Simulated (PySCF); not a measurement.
CH₃FO₂Si, SMILES [SiH2](C(=O)O)F. Heavy atoms are numbered as in [O:1]=[C:2]([OH:3])[SiH2:4][F:5]. Hydrogens are named by the atom that carries them.

Geometry optimised at PBE0-D3(BJ)/def2-SVP. This is a generated structure with no PubChem entry under its InChIKey; it may be hypothetical. The values are those of a single conformer.

Level of theory: PBE/pcSseg-1 in PySCF.

GIAO shieldings, no solvent; atoms alike by connectivity are averaged. δ = σ(ref) − σ: ¹⁷O against H2O (σ = 334.3 ppm); ¹³C against TMS (σ = 182.0 ppm); ²⁹Si against TMS (σ = 335.4 ppm); ¹⁹F against CFCl3 (σ = 133.6 ppm); ¹H against TMS (σ = 31.49 ppm), references at their B3LYP-D3(BJ)/def2-TZVP geometries, non-relativistic.

```
nucleus       atoms  count  δ (ppm)
-------  ----------  -----  -------
¹⁷O              O1      1    489.2
¹⁷O         O3 (OH)      1    253.6
¹³C              C2      1    180.3
²⁹Si     Si4 (SiH2)      1    -31.6
¹⁹F              F5      1   -236.9
¹H          H on O3      1     6.74
¹H         H on Si4      2     5.42
```
